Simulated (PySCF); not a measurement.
# Worked example: refractive index and permittivity of the vapour

Al(Me)(OMe)(SH) (C₂H₇AlOS), SMILES C[O][Al]([CH3])[SH].

Geometry optimised at TPSSh-D3(BJ)/def2-SVP. The structure was generated by enumeration; whether it is a known compound was not checked. The values are those of a single conformer.

ωB97X/def2-TZVP run with PySCF gives a mean static polarisability of 71.1 bohr³ and a dipole moment of 0.95 D. Take an ideal gas at 298.15 K and 0.1 bar, whether or not the substance is that volatile.

**Question.** Work out n − 1 in the optical limit and the static ε − 1.

**Answer.** 
Polarisability volume α' = 71.1 × 0.148185 = 10.54 Å³. Number density N = p/kT = 2.43e-6 Å⁻³.
Dilute limit of Lorentz–Lorenz: n − 1 = 2π N α' = 0.00016.
Orientation term of Debye: μ²/(3kT) = 8.098 Å³ × μ²(D²) = 7.31 Å³.
ε − 1 = 4π N (α' + μ²/3kT) = 0.00054. Orientation of the dipole supplies 41 % of the static response; it can't follow optical fields. Vibrational polarisation and dispersion are left out.
